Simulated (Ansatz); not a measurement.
A run on Br2F2Hf, SMILES `[F][Hf]([F])([Br])[Br]` with other settings.

```yaml
crystal:
  periodic: [false, false, false]
  atoms:
    - {symbol: F, position_ang: [0.182635, -0.618093, 1.844329]}
    - {symbol: Hf, position_ang: [0.084089, -0.097204, 0.037258]}
    - {symbol: F, position_ang: [1.352738, -1.098487, -0.929437]}
    - {symbol: Br, position_ang: [-2.190997, -0.581703, -0.838561]}
    - {symbol: Br, position_ang: [0.621536, 2.321887, -0.154989]}
basis:
  gaussian: {orbitals: def2-TZVPP}
hamiltonian: {xc: {name: wB97}}
```

```sh
$ ansatz run in.yaml --threads 4 --pin off --events-out ev --progress --plain --max-ram 10444MiB
```

Output, abridged:

```
Functional definition: wB97
1422 factors; their error is unknown
378 factors; integrals over basis functions are off by at most 5.0e-5 eV
mean field evaluation 1: about -146846.9929 eV, gradient 5.7e1 eV
mean field evaluation 2: about -146840.9034 eV, gradient 9.1e1 eV
mean field evaluation 4: about -146852.6023 eV, gradient 1.2e0 eV
mean field evaluation 8: about -146852.6043 eV, gradient 5.2e-2 eV
mean field evaluation 16: about -146852.5553 eV, gradient 2.5e-5 eV
mean field -146852.55526549 eV, -5396.7318657695 hartree, gradient 2.2e-5 eV, S^2 0.000000; 0 other end points of the search recorded, 0 dependent functions left out
reference -146852.55525445 eV, -5396.7318653641 hartree; 50, 50 occupied and 164, 164 virtual orbitals, 1422 factors
Total energy: -146852.55525445 eV, -5396.7318653641 hartree
```

Hardware: 4 threads of an Arm Neoverse V1 on a shared host. Wall time 7.5 s, peak host memory 0.53 GiB.
